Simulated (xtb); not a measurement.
Input file for xtb: GFN2-xTB on CH4STe (SMILES CS[TeH]), a point of a torsion scan.

```
$ xtb mol.xyz --gfn 2 --sp --chrg 0 --uhf 0
7

C     -1.10013546    -0.11079908     0.02018238
S      0.65401645     0.37083170    -0.15399938
Te     0.80617852     1.29400079    -2.34589373
H     -1.56014940    -0.20918624    -0.95585845
H     -1.61691563     0.64370653     0.60550186
H     -1.11743447    -1.06158596     0.54197182
H      1.13348308    -0.16320985    -3.05288773
```

Output:

```
[...]
           -------------------------------------------------
          |                Calculation Setup                |
           -------------------------------------------------



           -------------------------------------------------
          |                 G F N 2 - x T B                 |
           -------------------------------------------------

        Reference                      10.1021/acs.jctc.8b01176
      * Hamiltonian:
        H0-scaling (s, p, d)           1.850000    2.230000    2.230000
        zeta-weighting                 0.500000
      * Dispersion:
        s8                             2.700000
        a1                             0.520000
        a2                             5.000000
        s9                             5.000000
      * Repulsion:
        kExp                           1.500000    1.000000
        rExp                           1.000000
      * Coulomb:
        alpha                          2.000000
        third order                    shell-resolved
        anisotropic                    true
        a3                             3.000000
        a5                             4.000000
        cn-shift                       1.200000
        cn-exp                         4.000000
        max-rad                        5.000000


          ...................................................
          :                      SETUP                      :
          :.................................................:
          :  # basis functions                  28          :
          :  # atomic orbitals                  26          :
          :  # shells                           12          :
          :  # electrons                        20          :
          :  max. iterations                   250          :
          :  Hamiltonian                  GFN2-xTB          :
          :  restarted?                      false          :
          :  GBSA solvation                  false          :
          :  PC potential                    false          :
          :  electronic temp.          300.0000000     K    :
          :  accuracy                    1.0000000          :
          :  -> integral cutoff          0.2500000E+02      :
          :  -> integral neglect         0.1000000E-07      :
          :  -> SCF convergence          0.1000000E-05 Eh   :
          :  -> wf. convergence          0.1000000E-03 e    :
          :  Broyden damping             0.4000000          :
          :  net charge                          0          :
          :  unpaired electrons                  0          :
          ...................................................

 iter      E             dE          RMSdq      gap      omega  full diag
   1    -10.5734773 -0.105735E+02  0.107E+01    3.44       0.0  T
   2    -10.5882217 -0.147444E-01  0.579E+00    3.61       1.0  T
   3    -10.5873932  0.828553E-03  0.269E+00    3.57       1.0  T
   4    -10.5890565 -0.166327E-02  0.637E-01    3.37       1.0  T
   5    -10.5883536  0.702858E-03  0.143E+00    3.56       1.0  T
   6    -10.5895676 -0.121401E-02  0.235E-01    3.47       1.0  T
   7    -10.5895853 -0.176374E-04  0.110E-01    3.47       1.0  T
   8    -10.5895909 -0.560482E-05  0.198E-02    3.46       1.9  T
   9    -10.5895910 -0.117355E-06  0.833E-03    3.46       4.5  T
  10    -10.5895910 -0.411596E-08  0.603E-03    3.46       6.3  T
  11    -10.5895910 -0.247907E-07  0.519E-04    3.46      72.9  T
  12    -10.5895910 -0.329818E-09  0.242E-04    3.46     156.1  T

   *** convergence criteria satisfied after 12 iterations ***

         #    Occupation            Energy/Eh            Energy/eV
      -------------------------------------------------------------
         1        2.0000           -0.8399696             -22.8567
       ...           ...                  ...                  ...
         4        2.0000           -0.5064076             -13.7801
         5        2.0000           -0.5018655             -13.6565
         6        2.0000           -0.4805425             -13.0762
         7        2.0000           -0.4719774             -12.8432
         8        2.0000           -0.4314905             -11.7415
         9        2.0000           -0.3786764             -10.3043
        10        2.0000           -0.3691582             -10.0453 (HOMO)
        11                         -0.2421234              -6.5885 (LUMO)
        12                         -0.1881789              -5.1206
        13                         -0.1738765              -4.7314
        14                         -0.0318073              -0.8655
        15                          0.0013818               0.0376
       ...                                ...                  ...
        26                          0.7996773              21.7603
      -------------------------------------------------------------
                  HL-Gap            0.1270348 Eh            3.4568 eV
             Fermi-level           -0.3056408 Eh           -8.3169 eV

 SCC (total)                   0 d,  0 h,  0 min,  0.008 sec
 SCC setup                      ...        0 min,  0.000 sec (  1.356%)
 Dispersion                     ...        0 min,  0.000 sec (  0.481%)
 classical contributions        ...        0 min,  0.000 sec (  0.213%)
 integral evaluation            ...        0 min,  0.001 sec ( 15.673%)
 iterations                     ...        0 min,  0.004 sec ( 52.587%)
 molecular gradient             ...        0 min,  0.002 sec ( 27.393%)
 printout                       ...        0 min,  0.000 sec (  2.086%)

         :::::::::::::::::::::::::::::::::::::::::::::::::::::
         ::                     SUMMARY                     ::
         :::::::::::::::::::::::::::::::::::::::::::::::::::::
         :: total energy             -10.521005952503 Eh    ::
         :: gradient norm              0.001767346179 Eh/a0 ::
         :: HOMO-LUMO gap              3.456791913563 eV    ::
         ::.................................................::
         :: SCC energy               -10.589590276109 Eh    ::
         :: -> isotropic ES            0.004936473135 Eh    ::
         :: -> anisotropic ES          0.000553032909 Eh    ::
         :: -> anisotropic XC          0.004252536334 Eh    ::
         :: -> dispersion             -0.004288206396 Eh    ::
         :: repulsion energy           0.068584323606 Eh    ::
         :: add. restraining           0.000000000000 Eh    ::
         :: total charge               0.000000000000 e     ::
         :::::::::::::::::::::::::::::::::::::::::::::::::::::

           -------------------------------------------------
          |                Property Printout                |
           -------------------------------------------------

    * Orbital Energies and Occupations

         #    Occupation            Energy/Eh            Energy/eV
      -------------------------------------------------------------
         1        2.0000           -0.8399696             -22.8567
         2        2.0000           -0.7087369             -19.2857
         3        2.0000           -0.6054579             -16.4753
         4        2.0000           -0.5064076             -13.7801
         5        2.0000           -0.5018655             -13.6565
         6        2.0000           -0.4805425             -13.0762
         7        2.0000           -0.4719774             -12.8432
         8        2.0000           -0.4314905             -11.7415
         9        2.0000           -0.3786764             -10.3043
        10        2.0000           -0.3691582             -10.0453 (HOMO)
        11                         -0.2421234              -6.5885 (LUMO)
        12                         -0.1881789              -5.1206
Note: The following floating-point exceptions are signalling: IEEE_UNDERFLOW_FLAG IEEE_DENORMAL
normal termination of xtb
        13                         -0.1738765              -4.7314
        14                         -0.0318073              -0.8655
        15                          0.0013818               0.0376
        16                          0.0065487               0.1782
        17                          0.0083664               0.2277
        18                          0.0344346               0.9370
        19                          0.0496869               1.3521
        20                          0.0618107               1.6820
        21                          0.1615868               4.3970
       ...                                ...                  ...
        26                          0.7996773              21.7603
      -------------------------------------------------------------
                  HL-Gap            0.1270348 Eh            3.4568 eV
             Fermi-level           -0.3056408 Eh           -8.3169 eV

     #   Z          covCN         q      C6AA      α(0)
     1   6 C        3.746    -0.050    21.545     6.621
     2  16 S        1.867    -0.231   150.924    20.677
     3  52 Te       1.851     0.082   414.949    37.651
     4   1 H        0.925     0.052     2.298     2.370
     5   1 H        0.925     0.049     2.334     2.389
     6   1 H        0.925     0.057     2.239     2.340
     7   1 H        0.950     0.041     2.427     2.435

 Mol. C6AA /au·bohr⁶  :       1871.869813
 Mol. C8AA /au·bohr⁸  :     113281.289826
 Mol. α(0) /au        :         74.483812


Wiberg/Mayer (AO) data.
largest (>0.10) Wiberg bond orders for each atom

 ---------------------------------------------------------------------------
     #   Z sym  total        # sym  WBO       # sym  WBO       # sym  WBO
 ---------------------------------------------------------------------------
     1   6 C    3.979 --     2 S    0.996     5 H    0.990     4 H    0.985
                             6 H    0.984
     2  16 S    2.158 --     3 Te   1.115     1 C    0.996
     3  52 Te   2.124 --     2 S    1.115     7 H    0.969
     4   1 H    0.997 --     1 C    0.985
     5   1 H    0.998 --     1 C    0.990
     6   1 H    0.997 --     1 C    0.984
     7   1 H    0.998 --     3 Te   0.969
 ---------------------------------------------------------------------------

Topologies differ in total number of bonds
Writing topology from bond orders to xtbtopo.mol

molecular dipole:
                 x           y           z       tot (Debye)
 q only:       -0.388      -0.037      -0.519
   full:       -0.726       0.043      -0.458       2.185
molecular quadrupole (traceless):
                xx          xy          yy          xz          yz          zz
 q only:       -1.010       0.265      -1.431      -1.498      -1.177       2.441
  q+dip:       -1.563      -0.545       1.247      -0.518      -0.380       0.316
   full:       -2.876      -0.360       0.890      -1.445      -1.180       1.986


           -------------------------------------------------
          | TOTAL ENERGY              -10.521005952503 Eh   |
          | GRADIENT NORM               0.001767346179 Eh/α |
          | HOMO-LUMO GAP               3.456791913563 eV   |
           -------------------------------------------------

------------------------------------------------------------------------
------------------------------------------------------------------------
 total:
 SCF:
```

The run finished.

Cost: around 0.05 core-seconds (rough).
